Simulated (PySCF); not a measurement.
## Basis and Hamiltonian dependence of the excitation energy of B⁺

B⁺ [He] 2s2 (1S) → B⁺ [He] 2s1 3d1, s spin flipped. All values are computed (PySCF 2.14, energy differences of UHF-based or UKS calculations, no spin-orbit coupling). Values in eV.

| basis | Hamiltonian | functions | UHF | PBE | PBE0 | MP2 (valence) |
| --- | --- | --- | --- | --- | --- | --- |
| aug-cc-pVDZ-DK | spin-free X2C | 23 | 17.934 | 18.001 | 18.151 | 18.639 |
| x2c-TZVPPall with one added diffuse shell each of s, p, d type | spin-free X2C | 40 | 17.437 | 17.695 | 17.815 | 18.233 |
| dyall-av3z | non-relativistic | 71 | 17.411 | 17.691 | 17.806 | 18.226 |
| aug-cc-pV5Z | non-relativistic | 127 | 17.342 | 17.644 | 17.763 | 18.187 |

Frozen in the all-electron rows: valence: 1s2.

In the upper determinant the s electron has its spin opposite to the other open shell, which mixes two multiplicities.
